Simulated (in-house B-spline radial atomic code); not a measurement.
# Ionising Tm55+ with different functionals

Computed with a B-spline radial code for spherical atoms: scalar-relativistic (spin-free X2C) Hamiltonian, Fermi nucleus of rms radius 5.2256 fm, spin-polarised at highest spin, spherical fractional occupations for the functionals, the average over the highest-spin determinants for Hartree-Fock. The ionisation energy is the difference of two self-consistent energies, [Ne] 3s2 3p2 → [Ne] 3s2 3p1, without Breit or QED terms; ε is the level of the shell that loses the electron (its least bound occupied spin orbital). There is no spin-orbit coupling in this Hamiltonian.

```tsv
method	rung	ΔSCF (eV)	-ε(3p) (eV)
Hartree-Fock	Hartree-Fock	5368.1	5368.6
LDA exchange-only	LDA	?	?
LDA VWN5	LDA	5369.6	5313.0
PBE	GGA	?	?
SCAN	meta-GGA	5372.0	5317.4
```

What does LDA exchange-only give?

ΔSCF 5367.0 eV, and -ε(3p) = 5310.4 eV.

What does PBE give?

ΔSCF 5370.9 eV, and -ε(3p) = 5314.6 eV.

How do they compare with the NIST value?

NIST lists 5527 eV ± 5 (tabulated theory, ground level to ground level). Errors run from -160.0 to -155.0 eV. The correlated functionals all miss on the same side by more than they spread, so the cause is common to them (spin-orbit coupling, Breit-QED terms, multiplet and fine-structure energies, or a listed next ion that isn't the cheapest removal here) and closeness doesn't rank the functionals. Hartree-Fock also lacks correlation.
